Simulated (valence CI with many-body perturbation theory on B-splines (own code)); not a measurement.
The numbers below are computed, except where a source is named.
Ar12+: configurations and terms from energies and g

Method: configuration interaction combined with many-body perturbation theory (CI+MBPT): four valence electrons over a frozen Dirac-Fock core [He], radial functions for each j: 11 s, 11 p, 10 d, 8 f, 5 g, 2 h, with the one-electron correlation potential Σ1 (screened to all orders), the two-electron term Σ2, the three-electron term Σ3, Breit, model QED; selected single and double excitations, second order for the rest, scaled by the run's own slope (own B-spline code, finite nucleus).

No measured levels were compared; by estimate levels of excited configurations hold to 0.05 to 0.15 % of their energy, terms of the ground configuration to about 0.5 %. Among the levels kept, up to 890 cm⁻¹ of a level comes from second order outside the variational space, and about a tenth of that is noise between levels of different J, which matters for small intervals.

| No. | J | Parity | E (cm⁻¹) | g |
| --- | --- | --- | --- | --- |
| 2 | 1 | even | 9851 | 1.500 |
| 3 | 2 | even | 21842 | 1.486 |
| 4 | 2 | even | 85210 | 1.012 |
| 6 | 2 | odd | 227260 | 1.999 |
| 7 | 2 | odd | 422760 | 1.175 |
| 8 | 1 | odd | 423310 | 0.516 |
| 9 | 3 | odd | 424040 | 1.332 |
| 11 | 1 | odd | 496010 | 1.484 |
| 12 | 2 | odd | 497220 | 1.488 |
| 13 | 2 | odd | 626240 | 1.002 |
| 14 | 1 | odd | 629010 | 1.970 |
| 15 | 1 | odd | 699260 | 1.026 |
| 16 | 2 | even | 955500 | 1.490 |
| 17 | 1 | even | 971230 | 1.500 |

Energies count from the lowest level. Strongly mixed levels and levels close to another of their J and parity, and those with J = 0 are left out, so the numbers can have gaps.

Question: Give configuration and LS term of each level.

Answer: 2: 2s2 2p2 3P; 3: 2s2 2p2 3P; 4: 2s2 2p2 1D; 6: 2s 2p3 5S°; 7: 2s 2p3 3D°; 8: 2s 2p3 3D°; 9: 2s 2p3 3D°; 11: 2s 2p3 3P°; 12: 2s 2p3 3P°; 13: 2s 2p3 1D°; 14: 2s 2p3 3S°; 15: 2s 2p3 1P°; 16: 2p4 3P; 17: 2p4 3P.
